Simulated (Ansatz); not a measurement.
Relaxation of FH7W (9 atoms, charge 0, multiplicity 1), to a largest force component of 0.03 eV/Å in at most 50 steps.

Level of theory: RHF/def2-SVP in Ansatz 0.2.0.

```xyz
9
Properties=species:S:1:pos:R:3
W -0.167 -0.274 0.131
H 0.751 -0.315 1.589
H 1.398 0.184 -0.177
H 0.076 0.880 -1.023
H -1.464 0.837 0.066
H -0.724 -1.832 -0.310
H 0.507 -0.795 -1.286
F 0.614 2.125 1.840
H 1.166 1.439 2.077
```

**Question.** Where does it end, and by what steps?

**Answer.** The forces met the threshold. The force dipped under the threshold on the way, but the program's further checks kept it going. After 12 steps the energy has fallen by 0.090 eV; F8 moved furthest, 0.40 Å. Joined: W1–F8.

| step | energy less start (eV) | largest force component (eV/Å) | accepted |
| --- | --- | --- | --- |
| 0 | 0.0000 | 0.404 | yes |
| 1 | 0.0172 | 1.839 | no |
| 2 | -0.0202 | 0.809 | yes |
| 3 | -0.0498 | 0.359 | yes |
| 4 | -0.0671 | 0.279 | yes |
| 5 | -0.0751 | 0.164 | yes |
| 6 | -0.0799 | 0.449 | yes |
| 7 | -0.0840 | 0.476 | yes |
| 8 | 0.0209 | 3.003 | no |
| 9 | -0.0881 | 0.048 | yes |
| 10 | -0.0891 | 0.028 | yes |
| 11 | -0.0892 | 0.121 | yes |
| 12 | -0.0896 | 0.008 | yes |

```xyz
9
Properties=species:S:1:pos:R:3
W -0.127 -0.256 0.171
H 0.829 -0.576 1.566
H 1.459 0.138 -0.140
H 0.183 0.949 -0.923
H -1.405 0.878 0.152
H -0.809 -1.756 -0.315
H 0.450 -0.770 -1.292
F 0.369 1.858 1.678
H 1.209 1.784 2.010
```

Whether the end is a true minimum wasn't checked by a vibrational analysis.

Run time: 27 s on 1 thread of AMD EPYC 7R43 64-Core Processor (Zen 3), with other jobs on the host, peak memory 0.15 GiB.
